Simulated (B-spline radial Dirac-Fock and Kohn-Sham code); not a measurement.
**Kr²⁺: eigenvalues, ΔSCF and the reference**

System: krypton as Kr²⁺ in the configuration [Ar] 3d10 4s1 4p5 (an excited configuration).

The density-functional columns are spherical, spin-unpolarised Dirac-Kohn-Sham results without Breit or QED terms: −ε is minus the orbital energy of the initial state and ΔSCF the difference of two total energies. The reference in the last column comes from multi-electron Dirac-Fock with separately optimised hole states, Breit and Lamb-shift corrections added in first order. All numbers are from a radial B-spline solver, in eV; a selection of levels is shown. The Kohn-Sham columns are given as differences from the reference. For the 1s level of heavy atoms much of the gap between ΔSCF and the reference is the Breit and QED part, -32.9 eV here; for other levels the error of the functional can be larger.

```
level  LDA −ε − DF  LDA ΔSCF − DF  Dirac-Fock
    K       -198.4          +28.9     14356.1
   L1        -72.0          -33.7      1960.1
   L2        -51.5           -4.5      1761.9
   M2        -27.0          -12.3       254.1
   M4        -13.2           +1.3       122.5
   M5        -13.2           +1.2       121.3
   N1         -9.0           -2.1       56.04
 N2,3         -3.9           +2.2       35.75
```

Values without a named source are computed, but for edge energies of neutral atoms, which are taken from tables.
